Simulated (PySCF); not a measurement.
# CaBe⁺: from constants to spectrum

ROHF-CCSD(T) constants of CaBe⁺, ²Σ⁺ (doublet), unpaired electrons σ ↑ (Ca def2-SVP, Be def2-SVP; no relativity (PySCF 2.14); masses 39.9626 and 9.0122 u):

| Property | Result |
| --- | --- |
| ωe | 191.4 cm⁻¹ |
| ωexe | 3.38 cm⁻¹ |
| Be | 0.21339 cm⁻¹ |
| αe | 0.00399 cm⁻¹ |
| De to Ca⁺ + Be | 0.345 eV |

Q: What force constant and bond length do these constants imply?

A: Reduced mass μred = 7.3538 u; k = 5.8918×10⁻⁷·μred·ωe² (u, cm⁻¹, mdyn/Å) = 0.159 mdyn/Å; Re = √(16.8576/(μred·Be)) (u, cm⁻¹, Å) = 3.278 Å.

Q: Estimate the centrifugal constant D from the Kratzer relation and find the Dunham coefficient a1.

A: D = 4Be³/ωe² = 1.06e-06 cm⁻¹; a1 = −1 − αeωe/(6Be²) = -3.80.

Correlated steps freeze 5 core orbitals. The bond is weak. Basis-set superposition, not corrected here, can be much of De in a small basis, most of all at correlated wavefunction levels. For an ion De counts to the pair picked by the measured ionisation energies or electron affinities, which need not be the lowest pair at this level. The state is the lowest determinant that a PBE0 search found; another state may lie lower at other levels.
